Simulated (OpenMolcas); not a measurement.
# Exact exchange and the vertical ionisation energy of GaBH3ClO

GaBH3ClO: 7 atoms, total charge 0, spin state singlet. As SMILES, `O[B](Cl)[GaH2]`. The coordinates come from a PBE0-D4/def2-TZVP relaxation. This is one conformer, not always the lowest.

The vertical ionisation energy (to the doublet cation) y, in eV, basis 6-31G(d); a is the functional's share of exact exchange. Programs: OpenMolcas 26.06.

| functional | program | a | y (eV) |
| --- | --- | --- | --- |
| r2SCAN | OpenMolcas | 0 | 9.62 |
| PBE | OpenMolcas | 0 | 9.45 |
| B3LYP | OpenMolcas | 0.2 | 9.72 |
| PBE0 | OpenMolcas | 0.25 | ? |
| BHLYP | OpenMolcas | 0.5 | 9.88 |

Fit y = c + s·a to the known rows and predict PBE0.


1. Means of the 4 rows: a = 0.1750, y = 9.668.
2. Σ(Δa)² = 0.1675, Σ(Δa·Δy) = 0.11675, so the slope is 0.11675/0.1675 = 0.69701.
3. Intercept: 9.668 − (0.69701) × 0.1750 = 9.546. The largest residual of the fit is 0.096.
4. PBE0: 9.546 + (0.69701) × 0.25 = 9.72 eV.

The run gave 9.75 eV, so the prediction is off by -0.03 eV, within the largest residual. The rows mix families of semi-local functionals, which the line can't see.
